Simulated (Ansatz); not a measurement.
The cluster Pt3⁺. Charge 1, multiplicity 2. Geometry B3LYP-D4/def2-TZVP.

```
atom   x (Å)   y (Å)   z (Å)
 Pt1  -0.245   0.333   1.412
 Pt2   0.809  -1.117  -0.395
 Pt3  -0.564   0.783  -1.017
```

In the def2 sets Pt takes a core potential; there is no spin–orbit coupling. At PBE-D4/def2-SVP, PBE-D4/def2-TZVP, revPBE-D4/def2-TZVP, r2SCAN-D4/def2-TZVP and others the charge 1 doublet is spin-contaminated (final ⟨S²⟩ up to 1.43, 0.75 for a pure state). At PBE-D4/def2-SVP, PBE-D4/def2-TZVP, revPBE-D4/def2-TZVP the gap within one spin of the charge 1 doublet nearly closes, so an electron or hole may be smeared out by delocalisation error. The geometry of the doublet was relaxed on an unsound state (⟨S²⟩ 1.25, where a pure state has 0.75). At PBE0-D4/def2-TZVP a quartet of charge 1 lies 0.16 eV below the doublet, each at its own geometry. The structure comes from a short search, and lower isomers may exist.

(1) Estimate the α-spin orbital energies around the gap (eV) in Ansatz with PBE-D4/def2-SVP, PBE-D4/def2-TZVP, revPBE-D4/def2-TZVP, r2SCAN-D4/def2-TZVP, PBE0-D4/def2-SVP.

Answers

(1) 
```json
{"orbital": "HOMO−9", "PBE-D4/def2-SVP": "-13.14", "PBE-D4/def2-TZVP": "-13.07", "revPBE-D4/def2-TZVP": "-12.98", "r2SCAN-D4/def2-TZVP": "-13.18", "PBE0-D4/def2-SVP": "-14.50"}
{"orbital": "HOMO−8", "PBE-D4/def2-SVP": "-12.62", "PBE-D4/def2-TZVP": "-12.56", "revPBE-D4/def2-TZVP": "-12.45", "r2SCAN-D4/def2-TZVP": "-12.62", "PBE0-D4/def2-SVP": "-13.95"}
{"orbital": "HOMO−7", "PBE-D4/def2-SVP": "-12.11", "PBE-D4/def2-TZVP": "-12.04", "revPBE-D4/def2-TZVP": "-11.95", "r2SCAN-D4/def2-TZVP": "-12.36", "PBE0-D4/def2-SVP": "-13.26"}
{"orbital": "HOMO−6", "PBE-D4/def2-SVP": "-11.91", "PBE-D4/def2-TZVP": "-11.84", "revPBE-D4/def2-TZVP": "-11.76", "r2SCAN-D4/def2-TZVP": "-12.22", "PBE0-D4/def2-SVP": "-13.19"}
{"orbital": "HOMO−5", "PBE-D4/def2-SVP": "-11.82", "PBE-D4/def2-TZVP": "-11.75", "revPBE-D4/def2-TZVP": "-11.66", "r2SCAN-D4/def2-TZVP": "-12.06", "PBE0-D4/def2-SVP": "-13.17"}
{"orbital": "HOMO−4", "PBE-D4/def2-SVP": "-11.67", "PBE-D4/def2-TZVP": "-11.63", "revPBE-D4/def2-TZVP": "-11.57", "r2SCAN-D4/def2-TZVP": "-11.81", "PBE0-D4/def2-SVP": "-12.96"}
{"orbital": "HOMO−3", "PBE-D4/def2-SVP": "-11.41", "PBE-D4/def2-TZVP": "-11.36", "revPBE-D4/def2-TZVP": "-11.29", "r2SCAN-D4/def2-TZVP": "-11.75", "PBE0-D4/def2-SVP": "-12.81"}
{"orbital": "HOMO−2", "PBE-D4/def2-SVP": "-11.29", "PBE-D4/def2-TZVP": "-11.25", "revPBE-D4/def2-TZVP": "-11.15", "r2SCAN-D4/def2-TZVP": "-11.38", "PBE0-D4/def2-SVP": "-12.60"}
{"orbital": "HOMO−1", "PBE-D4/def2-SVP": "-11.27", "PBE-D4/def2-TZVP": "-11.22", "revPBE-D4/def2-TZVP": "-11.13", "r2SCAN-D4/def2-TZVP": "-11.22", "PBE0-D4/def2-SVP": "-12.47"}
{"orbital": "HOMO", "PBE-D4/def2-SVP": "-11.20", "PBE-D4/def2-TZVP": "-11.15", "revPBE-D4/def2-TZVP": "-11.05", "r2SCAN-D4/def2-TZVP": "-11.15", "PBE0-D4/def2-SVP": "-12.16"}
{"orbital": "LUMO", "PBE-D4/def2-SVP": "-10.81", "PBE-D4/def2-TZVP": "-10.77", "revPBE-D4/def2-TZVP": "-10.65", "r2SCAN-D4/def2-TZVP": "-10.54", "PBE0-D4/def2-SVP": "-9.70"}
{"orbital": "LUMO+1", "PBE-D4/def2-SVP": "-9.20", "PBE-D4/def2-TZVP": "-9.22", "revPBE-D4/def2-TZVP": "-9.08", "r2SCAN-D4/def2-TZVP": "-9.00", "PBE0-D4/def2-SVP": "-8.23"}
{"orbital": "LUMO+2", "PBE-D4/def2-SVP": "-9.15", "PBE-D4/def2-TZVP": "-9.16", "revPBE-D4/def2-TZVP": "-9.02", "r2SCAN-D4/def2-TZVP": "-8.83", "PBE0-D4/def2-SVP": "-8.07"}
{"orbital": "LUMO+3", "PBE-D4/def2-SVP": "-5.86", "PBE-D4/def2-TZVP": "-6.14", "revPBE-D4/def2-TZVP": "-6.03", "r2SCAN-D4/def2-TZVP": "-5.85", "PBE0-D4/def2-SVP": "-5.20"}
{"orbital": "LUMO+4", "PBE-D4/def2-SVP": "-5.02", "PBE-D4/def2-TZVP": "-5.44", "revPBE-D4/def2-TZVP": "-5.38", "r2SCAN-D4/def2-TZVP": "-5.00", "PBE0-D4/def2-SVP": "-4.31"}
{"orbital": "LUMO+5", "PBE-D4/def2-SVP": "-4.81", "PBE-D4/def2-TZVP": "-5.15", "revPBE-D4/def2-TZVP": "-5.06", "r2SCAN-D4/def2-TZVP": "-4.71", "PBE0-D4/def2-SVP": "-3.99"}
{"orbital": "β HOMO", "PBE-D4/def2-SVP": "-11.04", "PBE-D4/def2-TZVP": "-11.00", "revPBE-D4/def2-TZVP": "-10.91", "r2SCAN-D4/def2-TZVP": "-11.13", "PBE0-D4/def2-SVP": "-12.42"}
{"orbital": "β LUMO", "PBE-D4/def2-SVP": "-10.98", "PBE-D4/def2-TZVP": "-10.93", "revPBE-D4/def2-TZVP": "-10.83", "r2SCAN-D4/def2-TZVP": "-10.66", "PBE0-D4/def2-SVP": "-9.64"}
```
